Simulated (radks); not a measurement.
Spherical quantum dot in the effective-mass picture: electrons in a hard-walled sphere of radius 8.76, all in effective atomic units (hartree* = m*/eps^2 hartree, bohr* = eps/m* bohr), one dielectric constant everywhere. Method: non-relativistic Kohn-Sham, PBEsol, spin-polarised, spherical densities; computed with a radial shooting solver with Libxc functionals. Levels are named by radial order and angular momentum (1s, 1p, 1d, 2s, ...), and open shells are averaged over m. Results are scaled to m* = 0.283 and eps = 12.1, for which hartree* = 52.6 meV and bohr* = 2.263 nm.

N = 2, configuration 1s2. This is the lowest configuration that the search found. Occupied and some empty levels:

level,occupation,eigenvalue (meV),<r> (nm)
1s,2,15.504,11.17
1p,0,18.244,12.37
1d,0,22.233,13.19
2s,0,26.320,9.415

Energy (meV): total 15.2762, kinetic 7.4171, external 0, Hartree 19.065, exchange-correlation -11.206.

Electron density:

r (nm),n(r) (e/nm^3)
1.46,0.0001735
2.95,0.0001756
4.43,0.0001779
5.92,0.0001787
7.41,0.0001758
8.89,0.0001666
10.4,0.0001493
11.9,0.0001234
13.4,0.00009129
14.8,0.00005704
16.3,0.00002744
17.8,8.482e-06
19.3,5.105e-07
